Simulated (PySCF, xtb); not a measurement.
C₂H₂F, SMILES C=[C]F (connectivity only; charge and spin as stated), charge +1, multiplicity 1.

GFN2-xTB in xtb at its own geometry gives an orbital gap of 3.65 eV.

The structure is a stationary point at PBE-D3(BJ)/def2-TZVP. The spin state was assumed, not searched. The isomer is the one that the SMILES or the coordinates give; other isomers of the formula were not compared.

What does B3LYP/def2-TZVPD (PySCF) give? (The exact figures need the calculation; the answer reports its results.)

gap 5.49 eV (levels -16.12 and -10.63 eV).
